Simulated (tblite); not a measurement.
C7H8FO2P.
Atom-mapped SMILES: `[CH3:1][P@:2](=[O:3])([OH:4])[c:5]1[cH:6][cH:7][cH:8][cH:9][c:10]1[F:11]` (hydrogens: H12, H13, H14 on C1; H15 on O4; H16 on C6; H17 on C7; H18 on C8; H19 on C9)

Computed geometry: GFN2-xTB, gas phase.

(1) What internal coordinates does the optimisation give?

Answers

(1) 
```csv
bond,length (pm),order
C1–P2,182.4,single
P2=O3,146.7,double
P2–O4,161.4,single
P2–C5,182.3,single
C5–C6,138.6,aromatic
C6–C7,138.4,aromatic
C7–C8,138.6,aromatic
C8–C9,138.5,aromatic
C9–C10,138.2,aromatic
C10–F11,134.7,single
C5–C10,138.5,aromatic
"C1–H12, C1–H13, C1–H14",108.6,single
O4–H15,95.9,single
C6–H16,108.0,single
C7–H17,107.9,single
C8–H18,108.0,single
C9–H19,107.9,single
```

Bonds in one row agree within 1 pm and their mean is given. Orders are formal, as drawn. A selection of angles:
```csv
angle,degrees
P2–C1–H12,110.8
P2–C1–H13,107.1
P2–C1–H14,109.2
H12–C1–H13,110.0
C1–P2–O3,116.2
C1–P2–O4,103.3
C1–P2–C5,107.6
O3–P2–O4,111.4
O3–P2–C5,113.0
O4–P2–C5,104.2
P2–O4–H15,107.8
P2–C5–C6,118.9
P2–C5–C10,122.5
C6–C5–C10,118.6
C5–C6–C7,120.4
C5–C6–H16,117.9
C7–C6–H16,121.6
C6–C7–C8,120.0
C6–C7–H17,120.0
C8–C7–H17,120.0
C7–C8–C9,120.4
C7–C8–H18,120.2
C9–C8–H18,119.4
C8–C9–C10,118.7
C8–C9–H19,121.6
C10–C9–H19,119.7
C9–C10–F11,119.2
C5–C10–C9,121.8
C5–C10–F11,118.9
```

Torsions: C1–P2–C5–C6 -129° (anticlinal); H15–O4–P2–C1 134° (anticlinal).

P2 (phosphoryl phosphorus) is distorted tetrahedral (angles from 103.3° to 116.2°). The 6-membered ring C5–C6–C7–C8–C9–C10 has internal angles of 118.6° to 121.8°; it is planar, 0.00 Å rms from its mean plane, widest ring torsion 0°. O4 (hydroxyl oxygen) is bent (angle 107.8°). The O–P distances run from 1.467 Å (P2=O3, drawn double) to 1.614 Å (P2–O4, drawn single), a spread of 0.147 Å. Of the pairs four or more bonds apart, F11···H12 is among the closest relative to their van der Waals radii: 2.49 Å, 93 % of the sum of Bondi's values.

Point group: C1 (no symmetry element, even within 0.4 Å). Its GFN2-xTB frequencies are all real (lowest 40 cm⁻¹). The numbers are those of one conformer (C1–P2–O4–H 134°, C1–P2–C5–C6 -129°). 2 starts were optimised and ended at 0.00 and 0.42 kcal/mol (GFN2-xTB); the lowest of these is shown.

On an Intel Xeon Platinum 8488C with one thread, no GPU, on a shared host, this took 0.59 s. This is the geometry optimisation.
